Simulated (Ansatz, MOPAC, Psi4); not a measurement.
Species: C5H12O (charge 0, singlet). SMILES: CC(C)CCO
Geometry from a B3LYP-D3(BJ)/def2-TZVP (Ansatz, a quantum-chemistry and plane-wave program) optimisation:
```
C
H 1 1.0970
C 1 1.5290 2 107.78
H 3 1.0918 1 111.33 2 60.29
H 3 1.0919 4 108.03 1 122.37
H 3 1.0935 4 107.74 5 116.12
C 1 1.5304 2 107.94 3 -119.37
H 7 1.0908 1 112.21 2 -56.72
H 7 1.0919 8 107.54 1 -122.16
H 7 1.0938 8 107.79 9 -115.87
C 1 1.5327 2 107.78 3 118.91
H 11 1.0935 1 109.31 2 -64.35
H 11 1.0949 12 106.60 1 118.41
C 11 1.5165 12 107.64 13 116.62
H 14 1.0956 11 110.71 12 -172.91
H 14 1.0985 15 107.75 11 119.96
O 14 1.4273 15 110.27 16 120.76
H 17 0.9623 14 108.80 15 -56.14
```

Quantity: vertical ionisation energy to the doublet, in eV. Set-up: each state is the SCF solution reached for its charge and spin; 6-311+G** with 5d; no spin-orbit coupling; six Cartesian d functions in 6-31G* and its kin unless marked 5d; non-relativistic; UHF or UKS for open shells; valence correlation only; PM7 with its own dispersion and hydrogen-bond terms; no dispersion term unless named. Ab initio and DFT rows: single points at B3LYP-D3(BJ) geometries (Ansatz). Semi-empirical rows: differences of heats of formation at the shared geometry for vertical values.

| level | program | vertical ionisation energy to the doublet (eV) |
|---|---|---|
| AM1 | MOPAC | 10.37 |
| PM7 | MOPAC | 10.08 |
| PBE/6-31G* | Ansatz | 9.34 |
| B3LYP/STO-3G | Ansatz | 7.83 |
| B3LYP/6-31G* | Ansatz | 9.92 |
| B3LYP/6-311+G** | Ansatz | 10.20 |
| wB97X-D/6-31G* | Psi4 | 10.19 |
| MP2/6-31G* | Ansatz | 10.47 |
| MP2/6-311+G** | Ansatz | 10.85 |
| PBE0/def2-TZVPD | Ansatz | 10.17 |

No value to compare with is used here. The 9 habitual levels span 7.83 (B3LYP/STO-3G) to 10.85 eV (MP2/6-311+G**); PBE0/def2-TZVPD gives 10.17.

The levels are drawn from those run, B3LYP/6-31G* more often than the rest, none by its result; left out are runs that failed, that the program found above a lower state of the same kind, or whose <S^2> lies over 0.5 above the pure value.
